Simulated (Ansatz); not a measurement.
Consider the formal hydrolysis of the Si–Cl bond: `N[SiH](S)Cl` + H₂O → `N[SiH](O)S` + HCl.

Isolated molecules relaxed with PBE0-D4/def2-TZVP in Ansatz; ΔE leaves out vibrations. CCSD(T)/CBS is the MP2 limit (def2-TZVPP, def2-QZVPP) plus CCSD(T) − MP2 in def2-TZVPP, frozen cores. This one scheme is used for every species. DFT in def2-TZVPP. HSE06 is defined as in plane-wave codes. One conformer a species, not always the lowest.

Problem. Is it downhill or uphill in electronic energy at CCSD(T)/CBS, and by how much? (Best estimate.)

Solution. Ansatz gave: Uphill: ΔE = +3.3 kJ/mol.

Problem. What do these levels give: revPBE-D4, CAM-B3LYP-D4, ωB97M-V, PBE, HSE06, CAM-B3LYP, HF/def2-SVP, MP2/def2-SVP, CCSD/def2-SVP, CCSD(T)/def2-SVP, HF/def2-TZVPP, MP2/CBS(def2)? (Estimate.)

Solution. The calculation gave: revPBE-D4 9.5, CAM-B3LYP-D4 -4.9, ωB97M-V 1.1, PBE 6.0, HSE06 5.5, CAM-B3LYP -6.9, HF/def2-SVP 0.9, MP2/def2-SVP 3.2, CCSD/def2-SVP 0.9, CCSD(T)/def2-SVP 1.6, HF/def2-TZVPP -8.2, MP2/CBS(def2) 8.3 kJ/mol.

Largest T1 diagnostic among the species: 0.011.

In def2-TZVPP, CCSD(T) changes the Hartree–Fock value by +5.3 kJ/mol (the triples alone add +1.6 kJ/mol) and MP2 by +10.3 kJ/mol. The D4 term adds +3.5 kJ/mol with B3LYP and +1.8 kJ/mol with PBE0; it sums over pairs of atoms, weighted by their polarisabilities, and B3LYP, whose exchange is more repulsive, gets the larger term.

B3LYP here is the variant with VWN-RPA as its local correlation; programs differ in this.
